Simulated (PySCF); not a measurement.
GaF2Cl, SMILES [F][Ga]([F])[Cl].

Geometry: ωB97X-D3(BJ)/def2-SVP.

The numbers are results of TDA-CAM-B3LYP/def2-SVPD (PySCF), not measurements.

Vertical excitations. Isolated molecule, no solvent. State labels are in the subgroup C2v.

Question: Give excitation energies, oscillator strengths and character. (An estimate is asked for; the answer gives what the named calculation found.)

Answer: 
```
state  symmetry  energy (eV)  λ (nm)      f                                              main pairs
-----  --------  -----------  ------  -----  ------------------------------------------------------
S1           B2         6.41     193  0.021                                          HOMO→LUMO 96 %
S2           B1         6.54     190  0.019                                        HOMO−1→LUMO 96 %
S3           A2         7.52     165  0.000                                        HOMO→LUMO+1 98 %
S4           A1         7.66     162  0.043                    HOMO−2→LUMO 57 %, HOMO−1→LUMO+1 38 %
S5           B2         7.87     158  0.027                                        HOMO−3→LUMO 93 %
S6           A2         7.92     157  0.000                                        HOMO−4→LUMO 96 %
S7           A1         8.27     150  0.158  HOMO−1→LUMO+1 44 %, HOMO−6→LUMO 31 %, HOMO−2→LUMO 19 %
S8           B1         8.57     145  0.059                                        HOMO−5→LUMO 87 %
S9           B1         8.72     142  0.025                                      HOMO−2→LUMO+1 89 %
S10          A2         8.99     138  0.000                                      HOMO−3→LUMO+1 99 %
T1           B2         5.95     208      0                                          HOMO→LUMO 94 %
T2           B1         6.10     203      0                                        HOMO−1→LUMO 94 %
T3           A1         6.95     179      0                                        HOMO−2→LUMO 89 %
T4           B2         7.37     168      0                                        HOMO−3→LUMO 93 %
```
Triplets are in the Tamm–Dancoff approximation.
